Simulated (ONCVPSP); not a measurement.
Reading a pseudo-wave (iodine (I))

Columns: radius, all-electron u(r) and pseudo u(r) of the 4p shell (level -147.76 eV) of iodine in the configuration [Ar] 3d10 4s2 4p6 4d10 5s2 5p3; LDA (Perdew-Zunger), scalar-relativistic, ONCV scheme, ONCVPSP 4.0.1.

| r (bohr) | all-electron | pseudo |
| --- | --- | --- |
| 0.068 | 0.4678 | 0.0309 |
| 0.135 | -0.1669 | 0.1180 |
| 0.202 | -0.6812 | 0.2523 |
| 0.270 | -0.6510 | 0.4223 |
| 0.338 | -0.2613 | 0.6086 |
| 0.405 | 0.2265 | 0.7901 |
| 0.473 | 0.6715 | 0.9555 |
| 0.540 | 0.9947 | 1.0862 |
| 0.608 | 1.1965 | 1.1775 |
| 0.675 | 1.2862 | 1.2227 |
| 0.742 | 1.2936 | 1.2249 |
| 0.810 | 1.2425 | 1.1879 |
| 0.878 | 1.1549 | 1.1196 |
| 0.945 | 1.0493 | 1.0303 |
| 1.013 | 0.9346 | 0.9265 |
| 1.080 | 0.8221 | 0.8196 |
| 1.148 | 0.7136 | 0.7131 |
| 1.215 | 0.6151 | 0.6149 |
| 1.283 | 0.5249 | 0.5248 |
| 1.350 | 0.4463 | 0.4462 |
| 1.418 | 0.3765 | 0.3764 |
| 1.485 | 0.3171 | 0.3170 |
| 1.553 | 0.2652 | 0.2651 |
| 1.620 | 0.2218 | 0.2217 |
| 1.688 | 0.1844 | 0.1843 |
| 1.755 | 0.1533 | 0.1533 |

**Question.** How many radial nodes do the two functions have?

**Answer.** The all-electron 4p function has n − l − 1 = 2; the pseudo-wave has 0, since the states of the same l below it are removed with the core.

**Question.** At about which radius was the pseudo-wave matched?

**Answer.** 1.25 bohr, where the columns begin to agree (steps of 0.07 bohr).

**Question.** Where does each function peak?

**Answer.** Outermost all-electron maximum near 0.74 bohr, pseudo maximum near 0.74 bohr (to the table’s step).

**Question.** Is the pseudo-wave norm-conserving?

**Answer.** Yes: the ONCV scheme keeps the norm inside the radius equal to the all-electron one, which fixes the energy derivative of the logarithmic derivative at the level.
